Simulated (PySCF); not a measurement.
CH3Cl2Si, SMILES C[Si](Cl)Cl, multiplicity 2.

Geometry optimised at PBE0-D3(BJ)/def2-SVP. The isomer is the one that the SMILES or the coordinates give; other isomers of the formula were not compared.

These are TDA-CAM-B3LYP/def2-SVPD (PySCF) values and carry that method's errors.

Vertical excitations. 

Computed UV-visible absorptions:
```tsv
state	energy (eV)	λ (nm)	f	main pairs
root 1	4.88	254	0.000	β HOMO→LUMO 97 %
root 2	4.91	252	0.013	β HOMO−1→LUMO 97 %
root 3	5.13	242	0.042	α HOMO→LUMO 91 %
root 4	5.16	240	0.000	α HOMO→LUMO+2 19 %, β HOMO−2→LUMO 76 %
root 5	5.34	232	0.089	α HOMO→LUMO+2 70 %, β HOMO−2→LUMO 19 %
root 6	5.80	214	0.042	β HOMO−3→LUMO 90 %
root 7	6.07	204	0.009	α HOMO→LUMO+1 88 %
root 8	6.39	194	0.011	β HOMO−4→LUMO 93 %
root 9	6.50	191	0.069	α HOMO→LUMO+3 75 %, α HOMO→LUMO+6 16 %
root 10	6.79	183	0.024	β HOMO−5→LUMO 94 %
```
Unrestricted roots are not spin-pure.
